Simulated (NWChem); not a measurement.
**Total energies of Ge (+1)**

```
Ge
```
Charge +1, spin multiplicity 2.

The numbers come from NWChem runs, not from measurements.

Basis set: 6-311G** (44 functions).

```
method   total energy (Ha)
-------  -----------------
UHF            -2075.00528
UMP2           -2075.18500
UB2PLYP        -2076.22774
UPBE           -2076.27602
UB3LYP         -2076.63877
UBLYP          -2076.66413
```

Total energies of different functionals aren't comparable as a measure of quality: only differences taken within one method are. 

The Hamiltonian is non-relativistic. The correlated methods keep 9 core orbitals frozen. B3LYP has NWChem's definition, with VWN1-RPA local correlation. The Pople sets run with spherical d functions. The stability of the SCF solutions was not checked. Open-shell Hartree-Fock references start from PBE0 orbitals.
